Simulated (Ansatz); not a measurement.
Stepwise reaction of `[ZnH2]` with methanol, as a gas-phase model of exchange steps in deposition or etching. ΔE in kJ/mol; ΔG adds harmonic PBE0-D4 terms to CCSD(T)/CBS, at 1 bar.

Calculated with Ansatz (gas phase, PBE0-D4/def2-TZVP geometries, no zero-point term in ΔE). CBS: MP2 limit from def2 TZ/QZ plus the TZ coupled-cluster correction, frozen cores. This one scheme is used for every species. DFT in def2-TZVPP. B3LYP here is the variant with VWN-RPA as its local correlation; programs differ in this. For Zn outer-core shells are correlated without core-valence functions, which leaves a few kJ/mol of doubt a bond. Scalar relativity is left out up to krypton. One conformer a species, not always the lowest.

| step | reaction | PBE-D4 | B3LYP-D4 | ωB97M-V | CCSD(T)/CBS | ΔG(600 K) |
| --- | --- | --- | --- | --- | --- | --- |
| 1 | `[ZnH2]` + CH₃OH → `C[O][ZnH]` + H₂ | -23.0 | -22.8 | -17.4 | -27.1 | -34.6 |

Problem. Give the row of step 2, `C[O][ZnH]` + CH₃OH → `C[O][Zn][O]C` + H₂. (Estimate.)

Solution. Computed: 
```csv
step,reaction,PBE-D4,B3LYP-D4,ωB97M-V,CCSD(T)/CBS,ΔG(600 K)
2,`C[O][ZnH]` + CH₃OH → `C[O][Zn][O]C` + H₂,5.4,5.2,10.1,-1.8,3.4
```

Problem. By hand: ΔE of the 2 steps together at CCSD(T)/CBS.

Solution. (-27.1) + (-1.8) = -28.9 kJ/mol, or -14.5 kJ/mol a step.

In ΔE each step is higher than the one before. ΔG lies between -34.6 and 3.4 kJ/mol a step. PBE-D4 differs from CCSD(T)/CBS by 4.1 to 7.2 kJ/mol a step. Isolated molecules leave out the surface, adducts and barriers. Largest T1 diagnostic: 0.017.
